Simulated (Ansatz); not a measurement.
Start from `[F][In]([F])[O][SiH3]` and change one element to get `[F][Ga]([F])[O][SiH3]`.

Ansatz, PBE0-D4/def2-TZVP geometries, multiplicity 1. Each molecule was computed in one conformer, which needn't be the lowest.

Elements past krypton have def2 core potentials. Scalar relativity is left out up to krypton.

```json
{"property": "LUMO energy (B3LYP/def2-TZVPP) / eV", "`[F][In]([F])[O][SiH3]`": "-3.42"}
{"property": "ideal-gas entropy at 298 K and 1 bar (rigid rotor, harmonic PBE0-D4/def2-TZVP) / J/(mol·K)", "`[F][In]([F])[O][SiH3]`": "404"}
{"property": "LUMO energy (PBE0/def2-TZVPP) / eV", "`[F][In]([F])[O][SiH3]`": "-3.05"}
{"property": "HOMO–LUMO gap (PBE0/def2-TZVPP) / eV", "`[F][In]([F])[O][SiH3]`": "6.01"}
{"property": "LUMO energy (PBE/def2-TZVPP) / eV", "`[F][In]([F])[O][SiH3]`": "-3.99"}
{"property": "HOMO energy (PBE/def2-TZVPP) / eV", "`[F][In]([F])[O][SiH3]`": "-7.61"}
```

Q: Give the same properties after the change, and the shifts. (An estimate is asked.)

A: Computed: 
| property | `[F][Ga]([F])[O][SiH3]` | shift |
| --- | --- | --- |
| LUMO energy (B3LYP/def2-TZVPP) / eV | -2.34 | 1.08 |
| ideal-gas entropy at 298 K and 1 bar (rigid rotor, harmonic PBE0-D4/def2-TZVP) / J/(mol·K) | 388 | -16 |
| LUMO energy (PBE0/def2-TZVPP) / eV | -1.96 | 1.09 |
| HOMO–LUMO gap (PBE0/def2-TZVPP) / eV | 7.30 | 1.29 |
| LUMO energy (PBE/def2-TZVPP) / eV | -2.96 | 1.03 |
| HOMO energy (PBE/def2-TZVPP) / eV | -7.81 | -0.20 |

With PBE0 the HOMO falls by 0.20 eV and the LUMO rises by 1.09 eV, so the gap widens by about 1.29 eV. PBE moves the HOMO by -0.20 eV and ωB97M-V by -0.20 eV. Modes under 60 cm⁻¹, often nearly free rotors, make the harmonic entropy too high.

B3LYP here is the variant with VWN-RPA as its local correlation; programs differ in this.
